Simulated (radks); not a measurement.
Task: Numerical settings for neutral caesium, [Xe] 6s1. All-electron calculation, scalar-relativistic Kohn-Sham, PBE, spin-polarised, spherical densities, finite nucleus; open shells are filled with parallel spins first (spin-orbit coupling, left out, can overturn this in heavy ions); Fermi nuclear charge, rms radius 4.8041 fm. Program: a radial shooting solver on a logarithmic mesh with Libxc functionals. The defaults (mesh step 0.008 in ln r, mesh end at 40 bohr or more with all orbitals vanishing there, Anderson mixing 0.5 over 9 steps, residual threshold near 1e-9 with the energy settled to 1e-9 hartree or 1e-11 of itself, here a cap of 71 iterations) give E = -7786.6387 hartree and 6s at -2.267 eV in 16 iterations. Run on one thread of a shared host, so times are rough (Arm Neoverse N1): 0.32 s of CPU time, 0.32 s wall, 16 iterations on 2440 mesh points. One setting is changed at a time: mesh step in ln r 0.005; mesh step in ln r 0.02; mesh step in ln r 0.012; mesh end (bohr) 12; mesh end (bohr) 20; residual threshold 1e-05; residual threshold 0.1; mixing 0.2; linear mixing, mixing 0.05; linear mixing, mixing 0.8; mixing history 20; iteration cap 8. Which runs fail to converge, and which converge to a wrong energy?

Result: Not converged within the cap: linear mixing, mixing 0.05; linear mixing, mixing 0.8; iteration cap 8. Settings that end as converged yet miss the energy by more than 1 mhartree: mesh end (bohr) 12 (+0.00208 hartree).
